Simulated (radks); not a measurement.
All-electron atom: the europium ion Eu4+ in [Xe] 4f5.

Calculated with a radial shooting solver on a logarithmic mesh with Libxc functionals: scalar-relativistic Kohn-Sham, XLYP, spin-polarised, spherical densities, finite nucleus; open shells are filled with parallel spins first (spin-orbit coupling, left out, can overturn this in heavy ions); Fermi nuclear charge, rms radius 5.1115 fm.

Energy parts (hartree):
total: -10841.9417
kinetic: 11614.7782
electron-nucleus: -26312.2212
Hartree: 4097.4262
exchange-correlation: -241.9249

Orbitals (lengths in bohr, moments of r in powers of bohr; r(90%) holds 90 % of the orbital's charge):
orbital  occ.  eigenvalue (hartree)      <r^2>  r(90%)      <r>
1s up       1             -1779.534  0.0006792  0.0403  0.02232
1s down     1             -1779.534  0.0006792  0.0403  0.02232
2s up       1             -293.8526    0.01068   0.147  0.09512
2s down     1             -293.8513    0.01068   0.147  0.09512
2p up       3             -262.0469   0.008591   0.137  0.08389
2p down     3             -262.0459   0.008590   0.137  0.08389
3s up       1             -66.25407    0.07122   0.366   0.2497
3s down     1             -66.18285    0.07113   0.366   0.2495
3p up       3             -56.35490    0.07137   0.371   0.2482
3p down     3             -56.28409    0.07124   0.371   0.2480
3d up       5             -43.10062    0.06011   0.352   0.2261
3d down     5             -43.04604    0.05997   0.352   0.2259
4s up       1             -14.77245     0.3592   0.810   0.5643
4s down     1             -14.60101     0.3593   0.810   0.5644
4p up       3             -11.50232     0.4045   0.867   0.5965
4p down     3             -11.33282     0.4049   0.867   0.5968
4d up       5              -6.94180     0.4849   0.970   0.6471
4d down     5              -6.77582     0.4870   0.973   0.6482
4f up       5              -1.99228     0.8331    1.36   0.8160
4f down     0              -1.84269     0.8845    1.40   0.8366
5s up       1              -3.30142      1.925    1.87    1.311
5s down     1              -3.22190      1.968    1.90    1.326
5p up       3              -2.44559      2.500    2.15    1.490
5p down     3              -2.38601      2.571    2.18    1.511

The highest occupied level is 4f up at -54.213 eV. The density falls to 0.001 e/bohr^3 at r = 3.14 bohr. Spin moment in Bohr magnetons: 5. Summed over all electrons, <r^2> = 32.52 bohr^2, which gives a Langevin (diamagnetic) susceptibility term of -25.8 x 10^-6 cm^3/mol. The spin density at the nucleus is 0.62 e/bohr^3 (1s 0.01, 2s -0.67, 3s -11.47, 4s 1.82, 5s 10.93). The electron density at the nucleus is 6.061e+05 e/bohr^3 (large components only).
